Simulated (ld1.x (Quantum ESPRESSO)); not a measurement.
**Zn: variants of one TM potential**

Base potential:

```json
{
  "Element": "Zn (Z = 30)",
  "Generator": "ld1.x (Quantum ESPRESSO) 7.5",
  "Type": "norm-conserving Troullier–Martins (Kleinman–Bylander form)",
  "Functional": "LDA (PZ)",
  "Relativity": "scalar-relativistic",
  "Frozen core": "[Ne]",
  "Valence charge": "20",
  "Reference configuration": "3s2 3p6 3d10 4s1.5 4p0 (charge +0.5)",
  "Partial waves": "3p (bound): rc 0.70 bohr; 3d (bound): rc 1.40 bohr; 3s (bound): rc 0.80 bohr",
  "Local potential": "the s channel",
  "Core correction": "a·sin(br)/r model core inside 0.35 bohr"
}
```

Occupied shells without a wave of their own: 4s. They enter only through the test configuration that unscreens the potential, and ld1.x also counts them in the model core charge.

Cutoffs, loose and tight: the cutoffs (Ry, on a coarse ladder) from which the occupation-weighted sum of valence levels, in a spherical-Bessel basis at the reference potential, stays within 10 and 1 mRy of its value at 400 Ry. They do not see the model core or the augmentation charge, which bear on the density cutoff. Test errors are all-electron minus pseudo excitation energies from the reference, over the configurations 3s2 3p6 3d10 4s2 4p0; 3s2 3p6 3d10 4s1 4p0; 3s2 3p6 3d10 4s0 4p0; 3s2 3p5 3d10 4s2 4p0; 3s2 3p6 3d10 4s1 4p1; 3s2 3p6 3d9 4s0 4p0; 3s1 3p6 3d10 4s2 4p0 (two spin-polarised tests are not counted in the largest error). A dash means not determined; rows that change the core or the reference have their own tests. The largest error is taken over the tests solved by every variant that gives reliable tests at all: 3s1 3p6 3d10 4s2 4p0; 3s2 3p6 3d10 4s0 4p0; 3s2 3p6 3d10 4s1 4p0; 3s2 3p6 3d10 4s2 4p0.

With those shells counted twice in exchange and correlation these files are broken, and their errors move erratically; no question is asked of them.

```csv
change,outcome,"cutoff, loose","cutoff, tight",bound ghosts,largest test error (meV)
base,"generated, misses its reference levels by 0.17 eV",260 Ry,over 300 Ry,none,-784
core correction none,"generated, misses its reference levels by 0.17 eV",260 Ry,over 300 Ry,none,-359
"all radii but the core radius scaled by about 0.79 (s 0.64, p 0.56, d 1.10 bohr)",generated,over 300 Ry,over 300 Ry,none,-546
wave 3s (bound): rc 0.80 bohr becomes 3s (bound): rc 1.18 bohr,"generated, misses its reference levels by 1.62 eV",230 Ry,over 300 Ry,none,-3846
non-relativistic,"generated, misses its reference levels by 0.15 eV",260 Ry,over 300 Ry,none,-757
reference 3s2 3p6 3d9 4s0 4p0,generated,260 Ry,over 300 Ry,none,+490
functional PBE,"generated, misses its reference levels by 0.17 eV",260 Ry,over 300 Ry,none,-653
"type ultrasoft; waves now 3s (bound): rc 0.80 bohr; 4s (bound): rc 0.80 bohr; 3p (bound): rc 0.70 bohr; 4p (bound): rc 0.70 bohr; 3d (bound): rcut 1.20, rcutus 1.40 bohr; 3d channel at -0.75 Ry: rcut 1.20, rcutus 1.40 bohr; local potential all-electron potential smoothed inside 0.95 bohr (lloc = -2); augmentation PSQ, radius 0.75 bohr",failed: run_pseudo: Errors in PS-KS equation,–,–,–,–
wave 3p (bound): rc 0.70 bohr becomes 3p (bound): rc 0.76 bohr,"generated, misses its reference levels by 0.17 eV",260 Ry,over 300 Ry,none,-784
wave 3d (bound): rc 1.40 bohr becomes 3d (bound): rc 1.34 bohr,"generated, misses its reference levels by 0.17 eV",260 Ry,over 300 Ry,none,-784
core correction a·sin(br)/r model core inside 0.36 bohr,"generated, misses its reference levels by 0.17 eV",260 Ry,over 300 Ry,none,-784
wave 3p (bound): rc 0.70 bohr becomes 3p (bound): rc 0.60 bohr,"generated, misses its reference levels by 0.17 eV",260 Ry,over 300 Ry,none,-784
```
